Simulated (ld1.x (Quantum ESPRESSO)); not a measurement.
Cutoff test, Ga, ultrasoft

ld1.x (Quantum ESPRESSO) 7.5 input, shortened:

```
&input
   title='Ga', zed=31., rel=1, dft='PW91', iswitch=3,
   config='[Ar] 3d10 4s2 4p0.5'
 /
 &inputp
   pseudotype=3, tm=.true., lloc=-1, rcloc=2.20,
   nlcc=.true.,
   which_augfun='PSQ', rmatch_augfun=1.15
 /
6
4S  1  0   2.00   0.00  1.20  1.55  0.0
4S  1  0   0.00   3.80  1.20  1.55  0.0
4P  2  1   0.50   0.00  2.65  2.85  0.0
4P  2  1   0.00   1.35  2.65  2.85  0.0
3D  3  2  10.00   0.00  1.35  1.50  0.0
3D  3  2   0.00  -0.75  1.35  1.50  0.0
 &test
   configts(1)='3d10 4s2 4p0.5'
 /
```

The pseudo-atom Hamiltonian at the reference potential is diagonalised in spherical Bessel functions j_l(qr) that vanish at 20 bohr, with q² up to the cutoff. All-electron valence levels (Ry): 4s -0.9198, 4p -0.4175, 3d -1.6970.

Q: How do the lowest levels (Ry) of each channel move with the cutoff, and are there ghosts?

A:

| cutoff (Ry) | s #1 | s #2 | p #1 | d #1 | d #2 | f #1 | Σ f·Δε (mRy) |
| --- | --- | --- | --- | --- | --- | --- | --- |
| 8 | -9.9273 | -0.8525 | -0.4172 | -0.3101 | -0.0276 | 0.0361 | 14004.1 |
| 15 | -9.9488 | -0.9173 | -0.4175 | -1.1575 | -0.0458 | 0.0361 | 5400.4 |
| 30 | -10.0328 | -0.9196 | -0.4175 | -1.6566 | -0.0504 | 0.0361 | 404.2 |
| 45 | -10.0373 | -0.9198 | -0.4175 | -1.6955 | -0.0519 | 0.0361 | 14.5 |
| 70 | -10.0410 | -0.9198 | -0.4175 | -1.6968 | -0.0529 | 0.0361 | 2.2 |
| 100 | -10.0418 | -0.9198 | -0.4175 | -1.6969 | -0.0529 | 0.0361 | 0.6 |
| 400 | -10.0421 | -0.9198 | -0.4175 | -1.6970 | -0.0529 | 0.0361 | 0.0 |

Result: ghost state, extra bound levels that the all-electron valence spectrum of the same l lacks: s at -136.6 eV (a true bound ghost makes a file unfit for plane-wave use); 10 mRy is reached at 50 Ry and 1 mRy at 80 Ry.

Test run stopped at test 1 of 7 (negative rho).
